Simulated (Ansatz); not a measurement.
Mulliken charges of `BC1=CC1` from r2SCAN/def2-TZVPP in Ansatz (PBE0-D4/def2-TZVP geometry).

```tsv
atom	x (Å)	y (Å)	z (Å)	charge (e)
B1	-0.590	0.992	-0.563	-0.071
C2	0.743	0.339	-0.535	-0.015
C3	1.277	-0.667	0.056	-0.170
C4	-0.152	-0.567	0.495	-0.068
H5	-1.360	0.696	-1.427	0.005
H6	-0.789	1.928	0.153	0.005
H7	2.153	-1.266	0.207	0.156
H8	-0.851	-1.298	0.097	0.079
H9	-0.343	-0.203	1.501	0.079
```

Problem. By hand: the dipole of these point charges (1 e Å = 4.8032 D).

Solution. Σ q r = (0.055, -0.227, 0.157) e Å, of length 0.281 e Å = 1.35 D.

Problem. How does the dipole of the full density compare? (An estimate is asked.)

Solution. Computed: (0.166, -0.364, 0.224) e Å, 2.20 D; the point charges give 0.61 times that, at 10° from its direction.

Point charges leave out the atoms' own dipoles, such as those of lone pairs, and Mulliken's split depends on the basis, so the two needn't agree.
